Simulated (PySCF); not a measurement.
## Working out the ionisation energy of Ru⁺

Ru⁺ [Kr] 4d7 (4F) → Ru²⁺ [Kr] 4d6 (5D). All numbers are calculated (PySCF 2.14, a scalar-relativistic core potential, in def2-SVP with the def2 core potential (28 electrons) (5s3p2d1f, 31 functions)). Frozen: 4s2 4p6. Energies in hartree (1 hartree = 27.21139 eV):

```tsv
part	Ru⁺ (lower)	Ru²⁺ (upper)
UHF	-93.865855	-93.317883
MP2 opposite-spin	-0.053470	-0.024958
MP2 same-spin	-0.042283	-0.038264
```

Task: What does Hartree-Fock give?

Result: (-93.317883) − (-93.865855) = 0.547972 hartree = 14.911 eV.

Task: What do MP2 and SCS-MP2 (6/5 opposite-spin, 1/3 same-spin) give?

Result: The opposite-spin parts differ by 0.776 eV and the same-spin parts by 0.109 eV. MP2: 14.911 + (0.776) + (0.109) = 15.796 eV. SCS-MP2: 14.911 + 1.2 × (0.776) + (0.109)/3 = 15.879 eV.

Reference: 16.76 ± 0.06 eV (semi-empirical (NIST evaluation); NIST Atomic Spectra Database, ionization energies), between the lowest levels; spin-orbit coupling is absent from the calculation.

A double-zeta basis recovers only part of the correlation energy.

What remains against the reference includes basis incompleteness, the frozen core and correlation beyond second order.
